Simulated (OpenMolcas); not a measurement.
# Tc4+ in a point-charge field

Tc4+ among 8 point charges of -1.2 e arranged as a cube (Oh), 2.08 Å from the ion.
```
   1.2009    1.2009    1.2009  -1.20
   1.2009    1.2009   -1.2009  -1.20
   1.2009   -1.2009    1.2009  -1.20
   1.2009   -1.2009   -1.2009  -1.20
  -1.2009    1.2009    1.2009  -1.20
  -1.2009    1.2009   -1.2009  -1.20
  -1.2009   -1.2009    1.2009  -1.20
  -1.2009   -1.2009   -1.2009  -1.20
```

```yaml
Program: OpenMolcas 26.06
Method: CASSCF
Basis: ANO-RCC-VTZP [7s6p4d2f1g]
Scalar_Hamiltonian: DKH2, point nucleus
Active_space: 3 electrons in 5 orbitals (4d)
State_averaging: 2S+1 = 4 even, 10 roots; 2S+1 = 2 even, 40 roots
Spin-orbit_coupling: RASSI with atomic mean-field integrals over the reference wave functions
```

The lowest spin-free states (labels of O, the rotations of Oh), above the lowest:

```tsv
State	Degeneracy	E (cm-1)	Free-ion L (%)
4T1	3	0.0	F (99)
4T2	3	3508	F (100)
4A2	1	7754	F (100)
2E	2	12898	G (61)
2T2	3	15679	G (88)
2T1	3	15857	G (74)
4T1	3	16484	P (99)
2A1	1	18380	G (100)
2T1	3	19882	P (67)
2T2	3	21419	H (71)
2T1	3	21793	H (82)
2E	2	23398	H (74)
2E	2	25360	D (71)
2T1	3	25379	H (62)
2T2	3	25468	D (73)
2T2	3	35200	F (98)
2T1	3	35500	F (95)
2A2	1	36525	F (100)
2T2	3	54843	D (97)
2E	2	55192	D (100)
```

The lowest levels with spin-orbit coupling:

| E (cm-1) | Degeneracy | Label | 2S+1 | g |
| --- | --- | --- | --- | --- |
| 0.0 | 4 | Γ8 | 4 |  |
| 493.7 | 2 | Γ7 | 4 | 1.60 1.60 1.60 |
| 1573 | 4 | Γ8 | 4 |  |
| 2534 | 2 | Γ6 | 4 | 3.13 3.13 3.13 |
| 4478 | 4 | Γ8 | 4 |  |
| 4513 | 2 | Γ7 | 4 | 3.57 3.57 3.57 |
| 5264 | 2 | Γ6 | 4 | 1.16 1.16 1.16 |
| 5546 | 4 | Γ8 | 4 |  |
| 9403 | 4 | Γ8 | 4 |  |
| 14000 | 4 | Γ8 | 2 |  |
| 16415 | 2 | Γ7 | 2 | 2.22 2.22 2.22 |
| 16625 | 2 | Γ6 | 2 (84 %) | 0.52 0.52 0.52 |
| 16689 | 2 | Γ6 | 4 (75 %) | 1.78 1.78 1.78 |
| 16735 | 4 | Γ8 | 4 (81 %) |  |
| 16978 | 4 | Γ8 | 2 |  |
| 18122 | 4 | Γ8 | 2 (70 %) |  |
| 18345 | 2 | Γ7 | 4 | 2.59 2.59 2.59 |
| 18461 | 4 | Γ8 | 4 (74 %) |  |
| 19405 | 2 | Γ6 | 2 | 1.70 1.70 1.70 |
| 21432 | 2 | Γ6 | 2 | 1.39 1.39 1.39 |

Powder χT (cm3 K/mol): 0.144 at 2 K, 0.149 at 10 K, 0.177 at 50 K, 0.213 at 100 K, 0.287 at 200 K, 0.368 at 300 K. The effective moment at 300 K is 2.828 √(χT) = 1.72 μB.

The lowest level has 2S+1 = 4, for which the spin-only value is χT = S(S+1) / 2 = 1.875 cm3 K/mol (g = 2). The computed 0.368 at 300 K differs by -1.507, through orbital momentum, spin-orbit coupling and any other state in reach. With a threefold ground state the orbital momentum is unquenched, so the spin-only value is not expected to hold.

A least-squares ligand-field fit to the states below 45000 cm-1, each weighted by its degeneracy and with a free common offset, gives 10Dq = -4305 cm-1 (negative for this site), B = 903 cm-1 and C = 3678 cm-1 (C/B = 4.07), with an rms deviation of 80 cm-1.

An orbital triplet at a regular site is open to Jahn-Teller coupling, which can distort the site and quench the lowest spin-orbit gaps and is left out. Without dynamic correlation the repulsion within the d shell is too large (B by tens of per cent), so at a given field states of lower spin stand too high. Point charges give a weaker field than real ligands, and real ions of this kind are as a rule low spin; the high spin found here belongs to the model. This is an electrostatic model: the charges have no orbitals. No measured value stands beside these numbers.

The RASSCF and RASSI steps took 9.2 s on 1 thread of Arm Neoverse V2, on a shared host; the integral step is not counted.
